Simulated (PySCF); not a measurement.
# Dipole response of Co⁺ (cobalt, charge +1)

[Ar] 3d8, high-spin 3F determinant. Computed with PySCF 2.14 in aug-cc-pVQZ, with no relativity, point nucleus. Coupled (time-dependent) response in atomic units; α is the mean over directions.

```
method  mean α (bohr³)  C₆ (like pair)  S(−4)
  PBE0           8.787           30.80  74.69
```

S(−4) is the Cauchy moment in α(ω) = α(0) + S(−4) ω² + …

α(iu) at PBE0:

```tsv
u (hartree)	α(iu) (bohr³)
0	8.787
0.0500	8.607
0.100	8.134
0.200	6.871
0.300	5.747
0.500	4.251
0.750	3.167
1.00	2.487
1.50	1.687
2.00	1.239
3.00	0.7614
5.00	0.3783
```

For an ion, C₆ is the dispersion term alone; charge-induced terms of lower order in 1/R come first.
